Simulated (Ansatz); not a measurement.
A ladder of methods for GeF2 (SMILES [F][Ge][F])

The species is GeF2 (3 atoms), meant as a singlet with charge 0. As SMILES, `[F][Ge][F]`. The shape is that of a PBE0-D4/def2-TZVP optimisation.

```xyz
3

F    -0.6759   -1.1018   -0.4975
Ge    0.6375   -0.2952    0.3202
F     0.0276    1.3321    0.1641
```

Each level gives the energy change with the F1–Ge2 bond stretched from 1.745 to 2.181 Å (eV). The values are calculated.

| level | kind | program | value (eV) | less FCI/STO-3G | CPU time (all runs) |
| --- | --- | --- | --- | --- | --- |
| HF/STO-3G (restricted) | Hartree–Fock | Ansatz | 2.43 | +0.76 | 0.37 s |
| BLYP/STO-3G (restricted) | GGA | Ansatz | 1.75 | +0.08 | 5.6 s |
| r2SCAN/STO-3G (restricted) | meta-GGA | Ansatz | 1.91 | +0.24 | 10 s |
| BHLYP/STO-3G (restricted) | global hybrid | Ansatz | 2.23 | +0.56 | 2.6 s |
| r2SCAN0/STO-3G (restricted) | hybrid meta-GGA | Ansatz | 2.12 | +0.45 | 6.6 s |
| wB97X/STO-3G (restricted) | range-separated hybrid | Ansatz | 2.19 | +0.52 | 11 s |
| RPA@PBE/STO-3G (restricted) | RPA | Ansatz | 1.30 | -0.37 | 9.3 s |
| CCSDT(Q)/STO-3G (restricted) | coupled cluster or CI | Ansatz | 1.66 | -0.01 | 2.7 s |
| FCI/STO-3G | exact in the basis | Ansatz | 1.67 | 0.00 | 2.5 s |

FCI/STO-3G is exact within its basis and frozen core, so for wave-function methods in that basis the difference is their error; functionals converge differently with the basis, so for them it is only a difference. All-electron rows without a relativistic Hamiltonian named are non-relativistic. The first shape isn't each level's own minimum. The values span 1.30 to 2.43 eV. All rows use very small basis sets, so none should be taken for the real molecule's value. In the correlated wave-function rows the outer d shell of Ge is correlated, in sets not made for it. In so small a basis fixed costs decide the times, and correlated methods can beat functionals. CPU times are rough (shared hosts, several kinds of processor and program).
